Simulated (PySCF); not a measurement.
**How methods differ on the ionisation energy of Pm⁶⁰⁺**

Pm⁶⁰⁺ 1s1 [1s1/2^1, M_J = 1/2] → Pm⁶¹⁺ (bare nucleus), as a difference of total energies. Computed with PySCF 2.14 in an even-tempered Gaussian basis (15 s from 170 bohr⁻², ratio 2.4; 11 p from 220 bohr⁻², ratio 2.4; 3 d from 670 bohr⁻², ratio 2.6; 3 f from 1000 bohr⁻², ratio 2.6), with the two-component X2C-1e Hamiltonian. "Screened" scales the spin-orbit matrix elements by Boettger's factors to mimic the two-electron term; Breit and QED terms are absent.

```tsv
method	ionisation energy (eV)
GHF (screened spin-orbit)	53411.9
GHF (bare spin-orbit)	53411.9
```

For one electron Hartree-Fock is exact for this Hamiltonian up to the basis; QED and nuclear recoil make up the gap, and the density functionals add self-interaction.

For comparison: 53346.31 ± 0.14 eV (theoretical estimate listed by NIST; NIST Atomic Spectra Database, ionization energies).
